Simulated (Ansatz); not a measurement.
Reaction (ligand exchange at the In–O bond): `C[O][In]([OH])[OH]` + silanol → `[OH][In]([OH])[O][SiH3]` + CH₃OH

Isolated molecules relaxed with PBE0-D4/def2-TZVP in Ansatz; ΔE leaves out vibrations. CBS: MP2 limit from def2 TZ/QZ plus the TZ coupled-cluster correction, frozen cores. This one scheme is used for every species. Elements past krypton have def2 core potentials. For In outer-core shells are correlated without core-valence functions, which leaves a few kJ/mol of doubt a bond. Each species was taken in one conformer, which may not be the lowest.

| species | SCS-MP2/def2-TZVPP energy (Eh) |
| --- | --- |
| `C[O][In]([OH])[OH]` | -455.86643 |
| `O[SiH3]` | -366.59311 |
| `[OH][In]([OH])[O][SiH3]` | -706.94617 |
| CH₃OH | -115.52242 |

(1) Work out ΔE.

Largest T1 diagnostic among the species: 0.017.

## Answers

(1) ΔE = (-706.94617) + (-115.52242) − (-455.86643) − (-366.59311) = -0.00905 Eh = -23.8 kJ/mol. CCSD(T)/CBS gives -23.9 kJ/mol.

From PBE to PBE0 (25 % exact exchange), in def2-TZVPP and without D4, ΔE moves by −5.1 kJ/mol. In def2-TZVPP, CCSD(T) changes the Hartree–Fock value by +5.2 kJ/mol (the triples alone add +0.8 kJ/mol) and MP2 by +5.8 kJ/mol.
